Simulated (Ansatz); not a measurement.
Steps of a relaxation of C$_{2}$H$_{8}$SeSi (`CC([SiH3])[SeH]`) with RKS PBE0-D4/def2-TZVP.

```sh
$ ansatz run in.yaml --threads 4 --pin off --events-out ev --progress --plain --max-ram 10444MiB
```

```yaml
crystal:
  periodic: [false, false, false]
  atoms:
    - {symbol: C, position_ang: [-0.740330, 1.242480, -0.584188]}
    - {symbol: C, position_ang: [-0.243678, 0.202163, 0.422976]}
    - {symbol: Si, position_ang: [1.287337, -0.756116, -0.178033]}
    - {symbol: Se, position_ang: [-1.725759, -1.098207, 0.753960]}
    - {symbol: H, position_ang: [0.046040, 2.002317, -0.774794]}
    - {symbol: H, position_ang: [-1.639946, 1.776726, -0.213285]}
    - {symbol: H, position_ang: [-0.999839, 0.778867, -1.559003]}
    - {symbol: H, position_ang: [-0.027057, 0.690383, 1.395386]}
    - {symbol: H, position_ang: [1.683721, -1.790356, 0.840230]}
    - {symbol: H, position_ang: [2.448917, 0.190801, -0.372143]}
    - {symbol: H, position_ang: [0.980268, -1.424711, -1.488558]}
    - {symbol: H, position_ang: [-0.992575, -1.869549, 1.791252]}
basis:
  gaussian: {orbitals: def2-TZVP}
hamiltonian: {xc: pbe0, dispersion: d4}
relax: {f_tol: 0.005, max_steps: 150}
```

Positions (Å) and forces (eV/Å) along the path, 8 of 8 steps:

```xyz
12
step=1 energy=-75419.0357 eV
C    -0.740    1.242   -0.584   -0.110    0.174   -0.187
C    -0.244    0.202    0.423    0.094    0.039    0.189
Si    1.287   -0.756   -0.178   -0.076    0.031    0.020
Se   -1.726   -1.098    0.754    0.521    0.105    0.184
H     0.046    2.002   -0.775   -0.358   -0.376    0.102
H    -1.640    1.777   -0.213    0.435   -0.273   -0.165
H    -1.000    0.779   -1.559    0.132    0.202    0.486
H    -0.027    0.690    1.395   -0.142   -0.245   -0.481
H     1.684   -1.790    0.840   -0.099    0.220   -0.213
H     2.449    0.191   -0.372   -0.262   -0.193    0.044
H     0.980   -1.425   -1.489    0.055    0.147    0.279
H    -0.993   -1.870    1.791   -0.190    0.169   -0.258
12
step=2 energy=-75419.0772 eV
C    -0.735    1.235   -0.582   -0.013    0.070   -0.063
C    -0.235    0.207    0.423    0.047   -0.063    0.074
Si    1.278   -0.753   -0.175   -0.073    0.083    0.038
Se   -1.699   -1.085    0.748    0.083    0.041    0.024
H     0.042    1.987   -0.774   -0.109   -0.105    0.024
H    -1.626    1.761   -0.214    0.124   -0.078   -0.049
H    -0.991    0.769   -1.542    0.036    0.058    0.137
H    -0.030    0.690    1.386   -0.019   -0.055   -0.158
H     1.663   -1.779    0.834   -0.018    0.052   -0.053
H     2.426    0.187   -0.367   -0.042   -0.058    0.005
H     0.967   -1.411   -1.474    0.009    0.038    0.067
H    -0.981   -1.863    1.769   -0.026    0.018   -0.044
12
step=3 energy=-75419.0807 eV
C    -0.732    1.229   -0.581   -0.009    0.008   -0.008
C    -0.236    0.204    0.426    0.022   -0.026   -0.006
Si    1.274   -0.743   -0.172   -0.022   -0.014    0.007
Se   -1.700   -1.080    0.749    0.023    0.033    0.003
H     0.044    1.974   -0.776    0.008    0.010   -0.003
H    -1.617    1.756   -0.215   -0.014    0.009    0.001
H    -0.990    0.761   -1.534   -0.004   -0.008   -0.015
H    -0.026    0.692    1.380   -0.012    0.007    0.023
H     1.659   -1.770    0.830    0.008   -0.011    0.006
H     2.425    0.186   -0.366   -0.005    0.012    0.004
H     0.958   -1.397   -1.467    0.001   -0.004   -0.012
H    -0.982   -1.868    1.760    0.003   -0.015   -0.001
12
step=4 energy=-75419.0811 eV
C    -0.732    1.230   -0.582    0.000    0.001   -0.008
C    -0.234    0.207    0.427    0.010   -0.018    0.010
Si    1.272   -0.745   -0.170    0.001    0.007   -0.002
Se   -1.697   -1.075    0.753   -0.020    0.005    0.005
H     0.043    1.976   -0.779    0.005    0.005   -0.001
H    -1.618    1.757   -0.217   -0.007    0.003    0.002
H    -0.989    0.760   -1.534   -0.002   -0.006   -0.007
H    -0.026    0.696    1.381    0.002    0.008    0.005
H     1.658   -1.774    0.831    0.000   -0.003    0.002
H     2.421    0.186   -0.363    0.005    0.003    0.001
H     0.957   -1.397   -1.466   -0.001   -0.001   -0.002
H    -0.978   -1.875    1.754    0.008   -0.004   -0.006
12
step=5 energy=-75419.0814 eV
C    -0.732    1.230   -0.583    0.008    0.003   -0.008
C    -0.235    0.210    0.431   -0.011   -0.005    0.001
Si    1.269   -0.746   -0.167    0.008    0.009   -0.005
Se   -1.700   -1.067    0.761    0.001   -0.009    0.020
H     0.044    1.974   -0.783   -0.002    0.003    0.002
H    -1.617    1.759   -0.220    0.000    0.000    0.000
H    -0.990    0.755   -1.533    0.001   -0.002    0.003
H    -0.025    0.703    1.383    0.005    0.002   -0.005
H     1.655   -1.775    0.834   -0.002    0.001    0.000
H     2.419    0.185   -0.360    0.003   -0.003    0.000
H     0.953   -1.397   -1.463   -0.001    0.001    0.003
H    -0.965   -1.887    1.735   -0.010   -0.001   -0.011
12
step=6 energy=-75419.0816 eV
C    -0.731    1.229   -0.585   -0.006   -0.009   -0.004
C    -0.235    0.215    0.436   -0.007    0.003    0.003
Si    1.266   -0.743   -0.162    0.009   -0.003    0.000
Se   -1.704   -1.054    0.780    0.022   -0.025    0.028
H     0.046    1.971   -0.791   -0.005   -0.002    0.008
H    -1.615    1.763   -0.225    0.004    0.000   -0.004
H    -0.991    0.747   -1.531    0.002    0.003    0.009
H    -0.021    0.716    1.383    0.005   -0.006   -0.007
H     1.651   -1.774    0.838    0.000    0.002   -0.001
H     2.418    0.185   -0.356   -0.004   -0.004    0.000
H     0.947   -1.395   -1.458    0.001    0.002    0.003
H    -0.954   -1.916    1.706   -0.020    0.038   -0.036
12
step=7 energy=-75419.0817 eV
C    -0.732    1.229   -0.584    0.005   -0.003   -0.002
C    -0.235    0.215    0.436   -0.010    0.004   -0.004
Si    1.266   -0.744   -0.162    0.003    0.001   -0.002
Se   -1.704   -1.054    0.779    0.013   -0.011    0.014
H     0.044    1.972   -0.789   -0.002    0.002    0.003
H    -1.616    1.762   -0.225    0.000    0.001    0.000
H    -0.990    0.748   -1.532    0.000    0.001    0.003
H    -0.020    0.715    1.382    0.004   -0.001   -0.001
H     1.651   -1.774    0.838   -0.001    0.001    0.001
H     2.418    0.184   -0.356    0.000   -0.001    0.000
H     0.947   -1.396   -1.458    0.000   -0.001    0.001
H    -0.952   -1.911    1.705   -0.011    0.008   -0.011
12
step=8 energy=-75419.0817 eV
C    -0.732    1.230   -0.585   -0.001    0.001    0.002
C    -0.235    0.215    0.435    0.001    0.000   -0.001
Si    1.266   -0.745   -0.162    0.000    0.000    0.000
Se   -1.705   -1.053    0.780   -0.001    0.000    0.000
H     0.043    1.974   -0.787    0.000    0.000    0.001
H    -1.618    1.760   -0.226    0.000    0.000   -0.001
H    -0.989    0.749   -1.533    0.000    0.000   -0.001
H    -0.018    0.715    1.381    0.000    0.001    0.000
H     1.651   -1.773    0.839    0.000    0.000    0.000
H     2.418    0.183   -0.358    0.000    0.000    0.000
H     0.947   -1.398   -1.457    0.000    0.000    0.000
H    -0.952   -1.912    1.704    0.000    0.000    0.000
```

Hardware: 4 threads of an Arm Neoverse V2 on a shared host. Wall time 29 s, peak host memory 0.56 GiB.
